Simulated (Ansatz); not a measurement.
`O[SiH2]N[SiH2]Cl` + `[AlH3]` → `O[SiH2]N[SiH2][AlH2]` + HCl  (formal exchange of groups at the Si–Cl bond)

Computed with Ansatz on PBE0-D4/def2-TZVP structures; ΔE is electronic, products minus reactants. CCSD(T)/CBS adds triple-zeta CCSD(T) − MP2 to the extrapolated MP2 energy (def2 sets, frozen cores). This one scheme is used for every species. DFT in def2-TZVPP. One conformer a species, not always the lowest.

```
             level  ΔE (kJ/mol)
              PBE0        106.7
SCS-MP2/def2-TZVPP        124.7
```

**Question.** What does CCSD(T)/CBS give? (An estimate is asked.)

**Answer.** Ansatz gave: +116.6 kJ/mol. The listed levels differ from it by -9.9, 8.1 kJ/mol.

Largest T1 diagnostic among the species: 0.012.

From PBE to PBE0 (25 % exact exchange), in def2-TZVPP and without D4, ΔE moves by +6.5 kJ/mol. In def2-TZVPP, CCSD(T) changes the Hartree–Fock value by −20.6 kJ/mol (the triples alone add −1.5 kJ/mol) and MP2 by −8.4 kJ/mol.
